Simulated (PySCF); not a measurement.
# Structure elucidation problem

The spectra below were simulated for a compound C6H10N2Si.

$^{1}$H NMR (300 MHz, computed): δ 7.10 (m, 1H), 6.85 (m, 1H), 5.74 (m, 1H), 5.38 (m, 1H), 5.23 (m, 1H), 4.84 (s, 3H), 3.51 (d, 2H).

$^{13}$C{$^{1}$H} NMR (computed): δ 135.7, 133.5, 125.4, 125.0, 114.3, 35.5.

Rapidly exchanging positions averaged, no solvent, one conformer, non-relativistic Hamiltonian. NMR shieldings at KT3/pcSseg-1/GIAO; PBE0-D3(BJ)/def2-SVP geometry; PySCF.

Shifts are taken against calculated references (same method and geometry level): $^{1}$H and $^{13}$C vs TMS.

Q: Propose a structure and justify it.

A: 
- The formula gives 4 degrees of unsaturation (1 ring in the answer).
- 6 carbon signals for 6 carbons: no two carbons are equivalent.
- Carbon types of the structure: 1 × C, 3 × CH, 2 × CH2, leaving 3 H on heteroatoms.
- δC 135.7: alkene CH; an sp2 carbon of a C=C bond.
- δC 133.5: aromatic CH between two ring heteroatoms.
- δC 125.4: substituted aromatic carbon next to a ring nitrogen.
- δC 125.0: aromatic CH next to a ring nitrogen.
- δC 114.3: terminal =CH2 carbon; the olefinic region.
- δC 35.5: sp3 CH2 on an aromatic ring; a saturated carbon with 2 carbon neighbours and no heteroatom attached.
- δH 5.74: hydrogen on an alkene CH; olefinic region.

The compound is SMILES C(=C)Cc1cncn1[SiH3].

The data come from this structure; uniqueness wasn't tested.

Shifts are as computed, not scaled to solution data. Of 1309 compounds with measured shifts, 239 miss one by over three times the rms of a fit or turn the order of signals round; such compounds aren't used in these exercises. Multiplicities follow the n + 1 count of equivalent neighbours, as no J values were calculated; m marks all less simple cases, F and P coupling included.
